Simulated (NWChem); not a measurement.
Molecule: C2H5FOSi; SMILES C=C[Si@@H](O)F

```xyz
10

C      0.0277    -2.1944     0.3028
C     -0.7210    -1.1778    -0.1435
Si    -0.0175     0.5150    -0.4329
O     -0.7630     1.6746     0.4769
F      1.5553     0.4077    -0.0250
H      1.0965    -2.0672     0.5069
H     -0.3882    -3.1925     0.4812
H     -1.7872    -1.3568    -0.3374
H     -0.0992     0.9963    -1.8301
H     -0.9064     1.4737     1.4067
```
Atoms are numbered in this order, from 1.

Level: PBE0/def2-SVP (NWChem), optimised geometry, unscaled harmonic frequencies. 

```
frequency (cm⁻¹)  IR intensity (km/mol)
----------------  ---------------------
95                                  0.7
168                                 1.8
219                                16.0
304                                44.9
342                               102.4
413                                14.0
539                                60.1
674                                24.2
782                                47.8
830                                41.0
881                               338.5
894                                92.8
955                               165.3
1010                               39.5
1015                               29.5
1047                               16.4
1275                                4.1
1417                               22.2
1686                               17.1
2311                              130.8
3144                                9.7
3163                                2.2
3245                                2.7
3930                              102.7
```

* **zero-point energy**: 43.4 kcal/mol
* **thermal correction to the enthalpy at 298.15 K (with zero-point energy)**: 48.1 kcal/mol
* **heat capacity Cv**: 22.4 cal/(mol K)
* **entropy at 298.15 K and 1 atm (symmetry number 1)**: 79.4 cal/(mol K)
* **dipole moment**: 2.30 D

Rigid rotor and harmonic oscillator; modes under 100 cm⁻¹ make the entropy uncertain.
